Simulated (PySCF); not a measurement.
Ionisation energy of Ba by level of theory

Ba [Xe] 6s2 (1S) → Ba+ [Xe] 6s1 (2S), as a difference of total energies. Calculation: PySCF 2.14, in x2c-QZVPPall (16s10p8d5f2g, 139 functions); scalar relativity by spin-free X2C-1e. Correlated levels: valence: [Xe] frozen. The calculations carry no spin-orbit coupling.

Question: Order these methods by the ionisation energy they give, lowest first.
A. SCS-MP2 (valence)
B. CCSD (valence)
C. MP2 (valence)
D. UHF

Answer: D (4.271 eV), C (4.757 eV), A (4.854 eV), B (4.926 eV).

With two correlated electrons CCSD is exact in that space.

For comparison: 5.212 eV (measured; NIST Atomic Spectra Database, ionization energies).
